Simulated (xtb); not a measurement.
CdH5NSi, SMILES [NH2][Cd][SiH3]. All values are semi-empirical tight-binding results from xtb (GFN2-xTB unless named), good for trends rather than for accurate numbers. The structure is a stationary point at GFN2-xTB. The values are those of a single conformer.

Optimised geometry:

```xyz
8

Cd    -0.2830     0.3700    -0.0687
N      0.6929     1.5328    -1.5384
H      0.8640     2.5136    -1.3099
H      0.2158     1.5777    -2.4424
Si     0.4154    -1.8244     1.0077
H      0.4977    -2.9246     0.0151
H     -0.4266    -2.3789     2.0878
H      1.7683    -1.7383     1.6095
```
Charge 0, spin multiplicity 1.

For metal compounds this method's bond lengths and energies can be far off.

- orbital gap: 2.87 eV
- zero-point energy: 27.8 kcal/mol
- G − E(el) at 298.15 K (modified RRHO): 7.4 kcal/mol

Computed atomic charges and the Wiberg bond orders between heavy atoms:
charges (e) Cd1 0.25, N2 -0.52, H3 0.12, H4 0.12, Si5 0.34, H6 -0.10, H7 -0.11, H8 -0.10. Bond orders Cd1–N2 0.76, Cd1–Si5 0.76.
